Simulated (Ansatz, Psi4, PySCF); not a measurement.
BH3 (SMILES B) and C3H9N (SMILES CN(C)C) are pulled apart as rigid monomers along the line of their centres of mass, from the B3LYP-D3(BJ)/def2-TZVP minimum. Starting geometry (charge 0, multiplicity 1):
```xyz
17

B     -0.387     0.027     1.271
H      0.488     0.646     0.709
H     -0.415    -1.143     0.962
H     -1.469     0.563     1.201
C      1.337    -0.588     3.059
N      0.014     0.051     2.870
C      0.073     1.453     3.345
C     -1.006    -0.690     3.648
H      1.617    -0.581     4.115
H      2.074    -0.044     2.474
H      1.285    -1.611     2.694
H      0.338     1.486     4.404
H     -0.899     1.914     3.190
H      0.814     1.989     2.758
H     -0.754    -0.682     4.711
H     -1.973    -0.220     3.491
H     -1.048    -1.712     3.283
```

Interaction energies with rigid monomers; basis-set methods are counterpoise corrected unless marked otherwise.

Frozen-core correlation. Rows in 3-21G carry no dispersion term and start afresh at each structure.

Codes used: Ansatz (a first-principles code); Psi4 for SAPT; PySCF for 3-21G rows, the dispersion terms. 

```tsv
B1···N6 (Å)	HF/3-21G (no counterpoise) (kcal/mol)	PBE/def2-TZVPPD (kcal/mol)	r2SCAN-D4/def2-TZVPPD (kcal/mol)	B3LYP-D4/def2-TZVPPD (kcal/mol)	SAPT0/jun-cc-pV(D+d)Z (kcal/mol)
1.48	-44.49	-47.65	-51.43	-46.83	-58.21
1.65	-54.25	-53.58	-57.04	-52.93	-59.03
1.90	___	-47.17	-49.95	-46.69	-47.44
2.31	-30.45	-29.52	-31.12	-29.29	-26.63
2.97	-12.30	-11.49	-12.13	-11.52	___
```

What belongs in the gaps?


- 1.90, HF/3-21G (no counterpoise) (kcal/mol): -49.11
- 2.97, SAPT0/jun-cc-pV(D+d)Z (kcal/mol): -9.71
